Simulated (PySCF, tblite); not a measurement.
Isomers of C4H8F2Si. Calculated harmonic vibrations of the isolated species, GFN2-xTB (tblite), most abundant isotopes, no scaling. The method is semi-empirical: single wavenumbers can be off by several per cent or more. Modes of hydrogen on silicon can be 10 to 20 % off. One conformer each.

Electronic energies: PBE0/pcSseg-1 single points on the GFN2-xTB geometries (PySCF, gas phase).

```
                    SMILES  electronic energy, lowest = 0 (kcal/mol)
 F[C@@H]1CC[C@H](F)[SiH2]1                                       6.8
         C=C([SiH3])CC(F)F                                      12.8
 F[C@@H]1C[SiH2][C@H](F)C1                                       0.0
F[C@@H]1CC[C@@H](F)[SiH2]1                                       4.8
```

Q: How do GFN2-xTB zero-point energies change the relative energies?

A: 
| SMILES | ZPE (kcal/mol) | of it from modes above 1550 cm⁻¹ | electronic (kcal/mol) | with ZPE, lowest = 0 (kcal/mol) | lowest mode (cm⁻¹) | rings |
| --- | --- | --- | --- | --- | --- | --- |
| F[C@@H]1C[SiH2][C@H](F)C1 | 69.2 | 32.0 | 0.0 | 0.0 | 76 | 1 |
| F[C@@H]1CC[C@@H](F)[SiH2]1 | 69.3 | 32.2 | 4.8 | 4.9 | 66 | 1 |
| F[C@@H]1CC[C@H](F)[SiH2]1 | 69.3 | 32.1 | 6.8 | 6.9 | 60 | 1 |
| C=C([SiH3])CC(F)F | 65.8 | 33.6 | 12.8 | 9.4 | 31 | 0 |

The zero-point energies span 3.5 kcal/mol, from `C=C([SiH3])CC(F)F` to `F[C@@H]1CC[C@@H](F)[SiH2]1`. The order is unchanged.

Q: And how do the electronic energies of GFN2-xTB itself compare?

A: `F[C@@H]1C[SiH2][C@H](F)C1` 0.0; `F[C@@H]1CC[C@@H](F)[SiH2]1` 2.2; `F[C@@H]1CC[C@H](F)[SiH2]1` 3.2; `C=C([SiH3])CC(F)F` 17.5 kcal/mol, lowest = 0. Against the energies above, taken from the same isomer `F[C@@H]1C[SiH2][C@H](F)C1`, the largest difference is 4.7 kcal/mol.

Q: What do entropy and thermal enthalpy add at 298.15 K and 1 bar (rigid rotor, harmonic oscillator, one conformer each)?

A: 
```json
{"SMILES": "F[C@@H]1C[SiH2][C@H](F)C1", "point group": "C1", "symmetry number": "1", "S (cal/(mol K))": "86.0", "H − H(0) (kcal/mol)": "5.41", "ZPE + H − H(0) − TS (kcal/mol)": "49.0"}
{"SMILES": "F[C@@H]1CC[C@@H](F)[SiH2]1", "point group": "C2", "symmetry number": "2", "S (cal/(mol K))": "84.6", "H − H(0) (kcal/mol)": "5.43", "ZPE + H − H(0) − TS (kcal/mol)": "49.5"}
{"SMILES": "F[C@@H]1CC[C@H](F)[SiH2]1", "point group": "C1", "symmetry number": "1", "S (cal/(mol K))": "86.1", "H − H(0) (kcal/mol)": "5.44", "ZPE + H − H(0) − TS (kcal/mol)": "49.1"}
{"SMILES": "C=C([SiH3])CC(F)F", "point group": "C1", "symmetry number": "1", "S (cal/(mol K))": "95.1", "H − H(0) (kcal/mol)": "6.30", "ZPE + H − H(0) − TS (kcal/mol)": "43.8"}
```
